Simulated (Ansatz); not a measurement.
C$_{2}$H$_{3}$FSn, SMILES `F[C]1=[CH][SnH2]1`, 7 atoms. Charge 0, multiplicity 1. Correlated methods include outer-core shells of Sn, which these sets cover unevenly. Sn takes the def2 core potential. All runs use 2 threads of an Arm Neoverse V2 on a shared host. Correlated methods freeze the cores.

Problem. How many basis functions does each run have, and how long does it take in Ansatz? RHF-CCSD(T)/def2-TZVPP energy; direct RPA on PBE orbitals/def2-TZVPP energy; RKS PBE0-D4/def2-TZVP relaxation (7 steps); RKS SPW92 (LDA)/def2-TZVPP energy; RHF-CCSD(T)/def2-SVP energy; RKS PBE0-D4/def2-TZVP frequencies; RKS ωB97M-V/def2-SVP energy; RKS PBE0-D4/def2-SVP energy; RKS ωB97M-V/def2-QZVPP energy; RKS BLYP-D4/def2-TZVPP energy; RKS PBE0-D4/def2-QZVPP energy; RKS B3LYP-D4/def2-TZVPP energy and forces. (Best estimate.)

Solution. The calculation gave: Other jobs shared the machine, so times are rough.

```json
{"level": "RKS SPW92 (LDA)/def2-TZVPP", "job": "energy", "functions": "185", "wall time": "1.1 s", "peak host memory (GiB)": "0.19"}
{"level": "RKS PBE0-D4/def2-SVP", "job": "energy", "functions": "83", "wall time": "1.1 s", "peak host memory (GiB)": "0.36"}
{"level": "RKS BLYP-D4/def2-TZVPP", "job": "energy", "functions": "185", "wall time": "1.9 s", "peak host memory (GiB)": "0.19"}
{"level": "RKS B3LYP-D4/def2-TZVPP", "job": "energy and forces", "functions": "185", "wall time": "3.5 s", "peak host memory (GiB)": "0.4"}
{"level": "RHF-CCSD(T)/def2-SVP", "job": "energy", "functions": "83", "wall time": "3.9 s", "peak host memory (GiB)": "0.36"}
{"level": "direct RPA on PBE orbitals/def2-TZVPP", "job": "energy", "functions": "185", "wall time": "5.5 s", "peak host memory (GiB)": "0.4"}
{"level": "RKS ωB97M-V/def2-SVP", "job": "energy", "functions": "83", "wall time": "5.5 s", "peak host memory (GiB)": "0.36"}
{"level": "RKS PBE0-D4/def2-QZVPP", "job": "energy", "functions": "343", "wall time": "5.5 s", "peak host memory (GiB)": "0.82"}
{"level": "RKS ωB97M-V/def2-QZVPP", "job": "energy", "functions": "343", "wall time": "15 s", "peak host memory (GiB)": "1"}
{"level": "RKS PBE0-D4/def2-TZVP", "job": "relaxation (7 steps)", "functions": "161", "wall time": "25 s", "peak host memory (GiB)": "0.35"}
{"level": "RHF-CCSD(T)/def2-TZVPP", "job": "energy", "functions": "185", "wall time": "78 s", "peak host memory (GiB)": "2.2"}
{"level": "RKS PBE0-D4/def2-TZVP", "job": "frequencies", "functions": "161", "wall time": "95 s", "peak host memory (GiB)": "0.36"}
```

B3LYP here is the variant with VWN-RPA as its local correlation; programs differ in this.
